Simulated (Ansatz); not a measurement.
Compare A (`O[C@H]1[SiH2][Sn@H]1[OH]`) with its isomer B (`O[SiH]1O[CH2][SnH2]1`).

Gas-phase electronic energies from Ansatz, PBE0-D4/def2-TZVP geometries. CCSD(T)/CBS is the MP2 limit (def2-TZVPP, def2-QZVPP) plus CCSD(T) − MP2 in def2-TZVPP, frozen cores. Functionals use def2-TZVPP. B3LYP here is the variant with VWN-RPA as its local correlation; programs differ in this. def2 core potentials past Kr. For Sn outer-core shells are correlated without core-valence functions, which leaves a few kJ/mol of doubt a bond. Each species was taken in one conformer, which may not be the lowest.

**Question.** Which is lower in electronic energy at CCSD(T)/CBS, and by how much? (Estimate.)

**Answer.** Computed: B, by 265.1 kJ/mol.

**Question.** Give E(B) − E(A) in kJ/mol with B3LYP, ωB97M-V, PBE-D4, B2PLYP, HF/def2-TZVPP, CCSD/def2-TZVPP, CCSD(T)/def2-TZVPP. (An estimate is asked.)

**Answer.** The calculation gave: B3LYP -264.1, ωB97M-V -275.1, PBE-D4 -240.5, B2PLYP -268.9, HF/def2-TZVPP -300.7, CCSD/def2-TZVPP -278.7, CCSD(T)/def2-TZVPP -271.4. None reverses the order clearly.

Largest T1 diagnostic: 0.015.

From PBE to PBE0 (25 % exact exchange), in def2-TZVPP and without D4, E(B) − E(A) moves by −18.9 kJ/mol. In def2-TZVPP, CCSD(T) changes the Hartree–Fock value by +29.3 kJ/mol (the triples alone add +7.4 kJ/mol) and MP2 by +26.6 kJ/mol.
